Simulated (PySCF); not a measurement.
2-(furan-2-yl)-1,3,4-oxadiazole (C6H4N2O2), SMILES c1coc(-c2nnco2)c1. Heavy atoms are numbered as in [cH:1]1[cH:2][o:3][c:4](-[c:5]2[n:6][n:7][cH:8][o:9]2)[cH:10]1. Hydrogens are named by the atom that carries them.

Geometry: PBE0-D3(BJ)/def2-SVP. The values are those of a single conformer.

These are PySCF with CAM-B3LYP/def2-SVP values and carry that method's errors.

ESP charges are fitted to the potential on shells at 1.4 to 2.0 van der Waals radii. Atomic charges (e), one atom of each kind:

```tsv
atom	ESP fit	Mulliken
C1 (CH)	-0.44	-0.01
C2 (CH)	0.26	___
O3	-0.23	-0.17
C4	-0.24	___
C5	0.89	0.10
N6	-0.37	-0.07
N7	-0.38	___
C8 (CH)	0.39	0.16
O9	-0.43	-0.19
C10 (CH)	0.05	-0.06
H on C1	0.20	___
H on C2	0.09	___
H on C8	0.10	___
H on C10	0.12	___
```

Task: What belongs in the gaps? (An estimate is asked for; the answer gives what the named calculation found.)

Result: 
- C2 (CH), Mulliken: 0.13
- C4, Mulliken: 0.11
- N7, Mulliken: -0.09
- H on C1, Mulliken: 0.01
- H on C2, Mulliken: 0.03
- H on C8, Mulliken: 0.04
- H on C10, Mulliken: 0.01

Task: Give the Mayer and Wiberg (Löwdin basis) orders of the bonds. (Estimate from the structure and the level; the computed values follow.)

Result: 
```tsv
bond	Mayer	Wiberg
C1–C2	1.55	1.65
C2–O3	1.16	1.33
O3–C4	1.19	1.28
C4–C5	1.02	1.13
C5–N6	1.76	1.84
N6–N7	1.15	1.34
N7–C8	1.79	1.94
C5–O9	1.21	1.28
C8–O9	1.12	1.31
C1–C10	1.22	1.30
C4–C10	1.53	1.56
```
